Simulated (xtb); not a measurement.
CH2NS, doublet, from a rough starting geometry; xtb 6.7.1 with GFN2-xTB.

Here is a job for xtb.
```
$ xtb mol.xyz --gfn 2 --uhf 1 --opt vtight --json

# file mol.xyz
5

N     -0.57990908    -0.01894592    -0.03387541
C      0.58287167    -0.54097125    -0.04780414
S      2.05126566     0.14739000    -0.07227037
H     -0.85147697     0.97124961     0.03938722
H     -1.39066801    -0.62615330     0.03061859
```

**Question.** What does xtb print? Leave out banner, timings and long lists.

**Answer.** 
```
   ID    Z sym.   atoms
    1    7 N      1
    2    6 C      2
    3   16 S      3
    4    1 H      4, 5

           -------------------------------------------------
          |                Calculation Setup                |
           -------------------------------------------------

           -------------------------------------------------
          |                 G F N 2 - x T B                 |
           -------------------------------------------------

          ...................................................
          :                      SETUP                      :
          :.................................................:
          :  # basis functions                  20          :
          :  # atomic orbitals                  19          :
          :  # shells                            9          :
          :  # electrons                        17          :
          :  max. iterations                   250          :
          :  Hamiltonian                  GFN2-xTB          :
          :  restarted?                      false          :
          :  GBSA solvation                  false          :
          :  PC potential                    false          :
          :  electronic temp.          300.0000000     K    :
          :  accuracy                    1.0000000          :
          :  -> integral cutoff          0.2500000E+02      :
          :  -> integral neglect         0.1000000E-07      :
          :  -> SCF convergence          0.1000000E-05 Eh   :
          :  -> wf. convergence          0.1000000E-03 e    :
          :  Broyden damping             0.4000000          :
          :  net charge                          0          :
          :  unpaired electrons                  1          :
          ...................................................

 iter      E             dE          RMSdq      gap      omega  full diag
   1     -9.2393144 -0.923931E+01  0.628E+00    2.84       0.0  T
   2     -9.3304324 -0.911180E-01  0.377E+00    1.99       1.0  T
   3     -9.3405084 -0.100759E-01  0.228E+00    2.20       1.0  T
   4     -9.3346284  0.588000E-02  0.151E+00    2.09       1.0  T
   5     -9.3428941 -0.826572E-02  0.313E-01    2.20       1.0  T
   6     -9.3430365 -0.142445E-03  0.104E-01    2.18       1.0  T
   7     -9.3430479 -0.113871E-04  0.390E-02    2.18       1.1  T
   8     -9.3430491 -0.123933E-05  0.156E-02    2.18       2.9  T
   9     -9.3430498 -0.648662E-06  0.329E-03    2.18      13.6  T
  10     -9.3430498 -0.264934E-07  0.940E-04    2.18      47.6  T
  11     -9.3430498 -0.333261E-08  0.167E-04    2.18     268.2  T

   *** convergence criteria satisfied after 11 iterations ***

         :::::::::::::::::::::::::::::::::::::::::::::::::::::
         ::                     SUMMARY                     ::
         :::::::::::::::::::::::::::::::::::::::::::::::::::::
         :: total energy              -9.240013748511 Eh    ::
         :: gradient norm              0.065080041530 Eh/a0 ::
         :: HOMO-LUMO gap              2.182221733828 eV    ::
         ::.................................................::
         :: SCC energy                -9.343049827814 Eh    ::
         :: -> isotropic ES            0.010120175173 Eh    ::
         :: -> anisotropic ES          0.000411564583 Eh    ::
         :: -> anisotropic XC          0.003783598136 Eh    ::
         :: -> dispersion             -0.001976294894 Eh    ::
         :: repulsion energy           0.103036079303 Eh    ::
         :: add. restraining           0.000000000000 Eh    ::
         :: total charge              -0.000000000000 e     ::
         :::::::::::::::::::::::::::::::::::::::::::::::::::::

      -----------------------------------------------------------
     |                   =====================                   |
     |                        A N C O P T                        |
     |                   =====================                   |
[...]
 * total energy  :    -9.2400137 Eh     change       -0.5370815E-10 Eh
 * total energy  :    -9.2417761 Eh     change       -0.1762333E-02 Eh
 * total energy  :    -9.2425118 Eh     change       -0.7356944E-03 Eh
 * total energy  :    -9.2425979 Eh     change       -0.8607624E-04 Eh
 * total energy  :    -9.2426195 Eh     change       -0.2165622E-04 Eh
 * total energy  :    -9.2426218 Eh     change       -0.2330005E-05 Eh
 * total energy  :    -9.2426223 Eh     change       -0.4691503E-06 Eh
 * total energy  :    -9.2426225 Eh     change       -0.1578679E-06 Eh
 * total energy  :    -9.2426225 Eh     change       -0.2546782E-07 Eh
   *** GEOMETRY OPTIMIZATION CONVERGED AFTER 9 ITERATIONS ***
         :: total energy              -9.242622490687 Eh    ::
[...]
          |                Property Printout                |
           -------------------------------------------------

    * Orbital Energies and Occupations

         #    Occupation            Energy/Eh            Energy/eV
      -------------------------------------------------------------
         1        2.0000           -0.7023899             -19.1130
         2        2.0000           -0.6642731             -18.0758
         3        2.0000           -0.6007914             -16.3484
         4        2.0000           -0.5773598             -15.7108
         5        2.0000           -0.5018625             -13.6564
         6        2.0000           -0.4964015             -13.5078
         7        2.0000           -0.4127423             -11.2313
         8        2.0000           -0.3933354             -10.7032
         9        1.0000           -0.3167799              -8.6200 (HOMO)
        10                         -0.2458802              -6.6907 (LUMO)
        11                         -0.1166179              -3.1733
        12                         -0.0146416              -0.3984
        13                          0.0090953               0.2475
        14                          0.0095662               0.2603
        15                          0.0718576               1.9553
        16                          0.0864714               2.3530
        17                          0.2118675               5.7652
        18                          0.4347725              11.8308
        19                          0.7802822              21.2326
      -------------------------------------------------------------
                  HL-Gap            0.0708997 Eh            1.9293 eV
             Fermi-level           -0.3181939 Eh           -8.6585 eV

     #   Z          covCN         q      C6AA      α(0)
     1   7 N        2.670    -0.178    24.866     7.406
     2   6 C        1.886     0.030    30.356     8.899
     3  16 S        1.016    -0.219   148.414    20.605
     4   1 H        0.860     0.180     1.216     1.727
     5   1 H        0.860     0.188     1.172     1.695

 Mol. C6AA /au·bohr⁶  :        615.759074
 Mol. C8AA /au·bohr⁸  :      21216.471245
 Mol. α(0) /au        :         40.332024

Wiberg/Mayer (AO) data.
largest (>0.10) Wiberg bond orders for each atom

 ---------------------------------------------------------------------------
     #   Z sym  total        # sym  WBO       # sym  WBO       # sym  WBO
 ---------------------------------------------------------------------------
     1   7 N    3.471 --     2 C    1.448     5 H    0.939     4 H    0.919
                             3 S    0.165
     2   6 C    3.467 --     3 S    1.994     1 N    1.448
     3  16 S    2.208 --     2 C    1.994     1 N    0.165
     4   1 H    0.966 --     1 N    0.919
     5   1 H    0.965 --     1 N    0.939
 ---------------------------------------------------------------------------

Topologies differ in total number of bonds
Writing topology from bond orders to xtbtopo.mol

molecular dipole:
                 x           y           z       tot (Debye)
 q only:       -1.387       0.023       0.044
   full:       -1.706       0.181       0.057       4.364
molecular quadrupole (traceless):
                xx          xy          yy          xz          yz          zz
 q only:       -2.202      -0.247       1.781       0.146       0.035       0.421
  q+dip:       -2.564       0.017       2.306       0.174       0.033       0.258
   full:       -2.925       0.003       2.118       0.202       0.018       0.808

optimized geometry written to: xtbopt.xyz

           -------------------------------------------------
          | TOTAL ENERGY               -9.242622490687 Eh   |
          | GRADIENT NORM               0.000016191563 Eh/α |
          | HOMO-LUMO GAP               1.929277845757 eV   |
           -------------------------------------------------

normal termination of xtb
```
